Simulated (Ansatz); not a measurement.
A nudged elastic band was laid between two geometries of Cl$_{3}$FH$_{3}$HfN (9 atoms, charge 0, multiplicity 1).

Theory: RKS BHLYP-D4/def2-SVP (Ansatz 0.2.0).

| Property | Result |
| --- | --- |
| movable images | 2 |
| climbing image | yes |
| spring | 5.0 eV/Å² |
| optimiser | quadratic models (default) |
| start path | through a guess of the saddle point |
| force threshold | 0.05 eV/Å |
| iteration limit | 60 |
| end points | relaxed |

Initial state:

```xyz
9
Properties=species:S:1:pos:R:3
Hf -0.026 -0.642 0.008
N 0.528 -0.009 2.268
H -0.238 -0.211 2.901
H 0.743 0.977 2.372
Cl 2.163 0.172 -0.417
Cl -1.748 0.961 0.337
Cl -0.605 -1.422 -2.145
F -0.173 -2.299 0.945
H 1.333 -0.524 2.608
```

Final state:

```xyz
9
Properties=species:S:1:pos:R:3
Hf 0.538 -0.223 -0.013
N -0.115 -0.486 2.292
H -1.108 -0.354 2.446
H 0.367 0.180 2.886
Cl 1.336 0.013 -2.224
Cl -0.476 1.903 0.289
Cl -0.895 -2.096 -0.288
F 2.212 -0.523 0.853
H 0.118 -1.411 2.637
```

Question: What changes between the two ends?

Answer: No bond is made or broken.  The two ends are copies of one structure, up to a mirror image or an exchange of like atoms.

Question: Give the energies along the band, and the barrier.

Answer: The forces met the threshold. The highest image is number 1 of 0 to 3, 0.264 eV above the ends, which have the same energy within 2 meV. Another band between the same ends (7 images) ends at a top of the same energy, where a vibrational analysis finds 1 clearly imaginary mode. So few images can step over the top or miss a turn of the path.

| image | path coordinate (Å) | energy (eV) |
| --- | --- | --- |
| 0 | 0.00 | 0.000 |
| 1 | 2.61 | 0.264 |
| 2 | 3.97 | 0.166 |
| 3 | 5.32 | 0.000 |

Question: What is the geometry of the highest image?

Answer: 
```xyz
9
Properties=species:S:1:pos:R:3
Hf 0.283 -0.485 -0.017
N 0.181 -0.214 2.327
H -0.766 -0.091 2.668
H 0.691 0.611 2.628
Cl 2.005 0.502 -1.276
Cl -1.141 1.448 0.257
Cl -1.198 -1.831 -1.250
F 1.323 -1.918 0.759
H 0.597 -1.019 2.782
```

The band took 13 iterations and of the order of 4 core-minutes.

Time of the run: 70 s on 4 threads of Arm Neoverse V2, with other jobs on the host, peak memory 0.37 GiB.
